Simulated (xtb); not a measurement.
C2H6Te, triplet, at the geometry of the source list (a higher spin typed on purpose: for a closed-shell molecule this is an excited state). Base run: GFN0-xTB (xtb 6.7.1).

Geometry (Å):
```xyz
9

C      1.5871    -0.0964     0.0273
Te     0.0658     0.6866    -1.3057
C     -1.5855     0.1018    -0.0305
H      2.0477    -0.9756    -0.4048
H      2.3441     0.6548     0.2025
H      1.1259    -0.3603     0.9676
H     -1.2153    -0.5554     0.7424
H     -2.3211    -0.4243    -0.6209
H     -2.0486     0.9688     0.4221
```
Charge 0, spin multiplicity 3.
All else is at xtb's defaults.
Base energy -10.58945 Eh.

Each row names what was changed in the base input (with any setting that the change needs).

| change | ΔE vs base (kcal/mol) |
|---|---|
| base | 0.000 |
| etemp = 10000 | -36.79 |
| acc = 0.1 | 0.000 |
| etemp = 5000 | -7.57 |
| etemp = 10 | 0.000 |
